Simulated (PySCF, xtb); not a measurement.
Si(Me)2(Cl)2 (C2H6Cl2Si), SMILES C[Si](C)(Cl)Cl.

Harmonic wavenumbers (cm⁻¹) from GFN2-xTB (xtb 6.7.1) at its own minimum, in rising order: 100, 110, 129, 134, 180, 186, 194, 420, 486, 703, 757, 812, 832, 854, 855, 1377, 1379, 1469, 1469, 1472, 1474, 3031, 3034, 3045, 3047, 3048, 3050.

Problem. What does TPSSh-D3(BJ)/def2-SVP run with PySCF give at its own minimum? (The exact figures need the calculation; the answer reports its results.)

Solution. 157, 159, 164, 170, 212, 217, 231, 468, 554, 688, 702, 760, 806, 842, 866, 1285, 1290, 1441, 1441, 1448, 1454, 3034, 3036, 3130, 3131, 3142, 3142. Paired by order, the mean absolute difference is 45 cm⁻¹ and the zero-point energies are 48.1 and 48.6 kcal/mol.
